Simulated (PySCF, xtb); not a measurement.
C₃H₆OSe, SMILES CC[Se]C=O.

xtb with GFN2-xTB at its own geometry gives an orbital gap of 3.23 eV and a dipole moment of 4.29 D.

Geometry: PBE0-D3(BJ)/def2-SVP. This is a generated structure with no PubChem entry under its InChIKey; it may be hypothetical. One conformer was computed; it need not be the lowest.

**Question.** What does HF/def2-TZVP run with PySCF give? (Estimate from the structure and the level; the computed values follow.)

**Answer.** gap 12.67 eV (levels -9.59 and 3.08 eV), dipole 4.21 D.
